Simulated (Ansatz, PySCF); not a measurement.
CH2Cl3Si, SMILES Cl[Si](Cl)([CH2])Cl, multiplicity 2. Atoms are numbered in the order given.

```xyz
7

C      2.0613    -0.4602    -0.0650
Si     0.2819    -0.0604    -0.0119
Cl    -0.7474    -1.2358    -1.3387
Cl    -0.0148     1.9124    -0.4829
Cl    -0.4960    -0.3880     1.8605
H      2.4170    -1.4680    -0.3012
H      2.8249     0.2827     0.1861
```
Charge 0, spin multiplicity 2.

Geometry: PBE0-D3(BJ)/def2-SVP. The isomer is the one that the SMILES or the coordinates give; other isomers of the formula were not compared.

Two levels are set side by side: PBE-D3(BJ)/def2-SVP (Ansatz, an electronic-structure program) and PBE0-D3(BJ)/def2-SVP (Ansatz). Each level has its own optimised geometry; the coordinates shown are those of the second. Frequencies come from the Hessian of PySCF at each geometry. Differences are taken from unrounded values.

```
quantity                            PBE0-D3(BJ)  PBE-D3(BJ)  PBE-D3(BJ) minus PBE0-D3(BJ)
----------------------------------  -----------  ----------  ----------------------------
mean bond length (Å)                      1.695       1.707                         0.012
bond C1–Si2 (Å)                           1.825       1.832                         0.008
bond Si2–Cl3 (Å)                          2.050       2.066                         0.016
bond Si2–Cl4 (Å)                          2.050       2.066                         0.016
bond Si2–Cl5 (Å)                          2.054       2.072                         0.018
bond C1–H6 (Å)                            1.095       1.103                         0.008
bond C1–H7 (Å)                            1.095       1.103                         0.008
highest harmonic wavenumber (cm⁻¹)         3283        3193                           -90
mean harmonic wavenumber (cm⁻¹)             843         815                           -28
zero-point energy (kcal/mol)              18.07       17.47                         -0.60
```

Exact exchange shortens and stiffens bonds; PBE has none. Differences between two approximate levels are no errors against the true value.
